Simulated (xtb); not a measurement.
xtb input:

```bash
xtb mol.xyz --gfn 2 --ohess tight --chrg 1 --uhf 0
```
mol.xyz:
```
13

C      2.04314038    -0.06717509     0.09529802
O      0.68921919    -0.61489406     0.15273518
B     -0.40972077     0.09732581    -0.00606868
N     -0.60262202     1.42724143    -0.21804942
N     -1.66436126    -0.83206574     0.02134572
H      2.14358162     0.63574839     0.90243842
H      2.26607743     0.35775239    -0.83014530
H      2.75857015    -0.96386546     0.29950882
H      0.17969993     2.09111261    -0.29564667
H     -1.49674004     1.88137585    -0.33765098
H     -2.30860533    -0.51972375     0.81777275
H     -2.22698808    -0.78513257    -0.78614043
H     -1.41495411    -1.77254625     0.19971725
```

Predict the final energy.

-17.02256 Eh (GFN2-xTB).

It need not be the lowest isomer of its formula.
